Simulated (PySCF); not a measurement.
SMILES [CH3][In]([SeH])[SeH], singlet, PBE0/def2-SVP optimised geometry.

```
9

In     0.23    -0.20     0.00
C      1.35    -2.04    -0.02
H      0.86    -2.78     0.62
H      2.38    -1.86     0.35
H      1.40    -2.42    -1.05
Se     1.37     2.06     0.00
H      0.09     2.78     0.00
Se    -2.30    -0.20     0.00
H     -2.38     1.27     0.00
```

Density from PBE0/def2-TZVP, def2 effective core potentials past Kr run with PySCF at that geometry. The core electrons that the potentials of In replace are not part of the density.

Minimum of the electron density along straight lines between bonded atoms, close to the bond critical point (lines longer than 1.1 times the sum of covalent radii, or with two minima, are not listed):

```csv
bond,length / Å,ρ at the minimum / e bohr⁻³,∇²ρ there / e bohr⁻⁵,position (fraction from the first atom)
In1–C2,2.154,0.099,0.14,0.52
C2–H3,1.099,0.269,-0.89,0.64
C2–H4,1.098,0.270,-0.89,0.64
C2–H5,1.100,0.268,-0.88,0.64
In1–Se6,2.529,0.072,0.09,0.47
Se6–H7,1.471,0.173,-0.30,0.63
In1–Se8,2.529,0.072,0.09,0.47
Se8–H9,1.471,0.173,-0.30,0.63
```
